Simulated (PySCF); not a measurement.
CH4O3, SMILES OC(O)O.

Geometry: r2SCAN-D4/def2-SVP. The values are those of a single conformer.

All values below come from PySCF with PBE/def2-TZVPD.

Symmetry labels are those of the subgroup Cs that the program uses (full group Cs).

Computed valence orbital energies around the gap with their symmetry:
```csv
orbital,symmetry,energy (eV)
HOMO−7,A",-12.47
HOMO−6,A',-12.31
HOMO−5,A',-10.57
HOMO−4,A",-10.26
HOMO−3,A',-8.45
HOMO−2,A",-8.11
HOMO−1,A',-7.11
HOMO,A",-6.86
LUMO,A',-0.70
LUMO+1,A",0.01
LUMO+2,A',0.13
LUMO+3,A',0.86
```
